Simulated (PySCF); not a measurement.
[(Z)-prop-1-enyl]silane (C₃H₈Si), SMILES C/C=C\[SiH3].

Geometry optimised at r2SCAN-D4/def2-SVP.

All values below come from r2SCAN-D4/def2-SVP (PySCF 2.14.0).

Frequencies are harmonic and unscaled.

| mode | ν (cm⁻¹) | IR (km/mol) | Raman (Å⁴/amu) | depolarisation | moving atoms (share of kinetic energy) |
|---|---|---|---|---|---|
| 1 | 72 | 0.0 | 1.0 | 0.75 | H 93 % |
| 2 | 149 | 0.9 | 0.1 | 0.75 | H 97 % |
| 3 | 179 | 0.0 | 1.5 | 0.32 | C 46 %, H 27 %, Si 27 % |
| 4 | 318 | 0.0 | 7.5 | 0.75 | C 56 %, H 43 % |
| 5 | 478 | 1.9 | 2.7 | 0.47 | C 48 %, H 45 % |
| 6 | 615 | 0.0 | 10.7 | 0.75 | H 89 % |
| 7 | 622 | 44.6 | 5.4 | 0.35 | H 47 %, C 27 %, Si 26 % |
| 8 | 718 | 91.8 | 1.0 | 0.75 | H 75 %, C 19 % |
| 9 | 754 | 36.4 | 7.4 | 0.24 | C 46 %, H 41 %, Si 13 % |
| 10 | 927 | 251.9 | 19.3 | 0.71 | H 90 %, Si 8 % |
| 11 | 937 | 1.5 | 1.6 | 0.23 | H 54 %, C 44 % |
| 12 | 944 | 42.0 | 29.8 | 0.75 | H 97 % |
| 13 | 952 | 31.3 | 21.5 | 0.71 | H 91 % |
| 14 | 1000 | 0.9 | 0.5 | 0.75 | H 88 %, C 12 % |
| 15 | 1046 | 0.2 | 1.6 | 0.75 | H 59 %, C 41 % |
| 16 | 1064 | 2.5 | 3.4 | 0.30 | H 66 %, C 33 % |
| 17 | 1229 | 0.1 | 14.7 | 0.55 | H 79 %, C 21 % |
| 18 | 1354 | 2.6 | 6.4 | 0.53 | H 77 %, C 23 % |
| 19 | 1390 | 4.3 | 16.9 | 0.56 | H 71 %, C 29 % |
| 20 | 1443 | 6.4 | 11.6 | 0.75 | H 96 % |
| 21 | 1451 | 18.9 | 33.4 | 0.58 | H 93 % |
| 22 | 1681 | 47.4 | 22.2 | 0.12 | C 92 % |
| 23 | 2201 | 123.7 | 77.7 | 0.75 | H 96 % |
| 24 | 2205 | 73.5 | 187.5 | 0.06 | H 98 % |
| 25 | 2228 | 122.5 | 145.1 | 0.30 | H 97 % |
| 26 | 3019 | 12.6 | 213.1 | 0.07 | H 97 % |
| 27 | 3097 | 7.3 | 125.1 | 0.75 | H 91 %, C 9 % |
| 28 | 3105 | 8.8 | 140.2 | 0.50 | H 92 % |
| 29 | 3133 | 14.4 | 46.4 | 0.75 | H 91 %, C 9 % |
| 30 | 3143 | 17.4 | 138.0 | 0.15 | H 91 %, C 9 % |
